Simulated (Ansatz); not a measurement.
Si2H6Se⁻, that is Se(SiH3)2 with one electron more. Total charge -1; doublet. Geometry PBE0-D4/def2-SVP, that of the neutral singlet; atoms count from 1.

```xyz
9

Se    1.143   -0.576    0.927
Si    1.124    0.093   -1.260
H     0.135   -0.699   -2.051
H     2.501   -0.147   -1.777
H     0.780    1.541   -1.374
Si   -1.065   -0.123    1.309
H    -1.316   -0.448    2.742
H    -1.942   -0.958    0.434
H    -1.361    1.317    1.050
```

The highest occupied level of the charge -1 doublet lies above zero (up to 1.74 eV). By energy differences it is unbound by 0.60 eV (vertical, against the charge 0 singlet, at PBE0-D4/def2-TZVPD) and held by the finite basis.

Problem. Estimate the Mulliken populations from the PBE0/def2-TZVPD orbitals of Ansatz.

Solution. 
```json
{"atom": "Se1", "charge (e)": "-0.61", "spin (α − β)": "0.47"}
{"atom": "Si2", "charge (e)": "-0.09", "spin (α − β)": "0.27"}
{"atom": "H3", "charge (e)": "-0.03", "spin (α − β)": "0.00"}
{"atom": "H4", "charge (e)": "-0.05", "spin (α − β)": "0.00"}
{"atom": "H5", "charge (e)": "-0.03", "spin (α − β)": "0.00"}
{"atom": "Si6", "charge (e)": "-0.10", "spin (α − β)": "0.27"}
{"atom": "H7", "charge (e)": "-0.05", "spin (α − β)": "0.00"}
{"atom": "H8", "charge (e)": "-0.03", "spin (α − β)": "0.00"}
{"atom": "H9", "charge (e)": "-0.03", "spin (α − β)": "0.00"}
```
Mulliken values depend strongly on the basis. With diffuse functions, as here, like atoms can get unlike values, and bond orders can come out too low or too high.

Problem. Where does the spin sit?

Solution. Summed by element: Se 0.47, Si 0.54, H -0.01, of 1 unpaired in all. Largest on single atoms: Se1 0.47, Si6 0.27, Si2 0.27.

Problem. And the Mayer bond orders between heavy atoms (over 0.3)?

Solution. Se1–Si2 1.01 (2.29 Å); Se1–Si6 1.01 (2.29 Å).
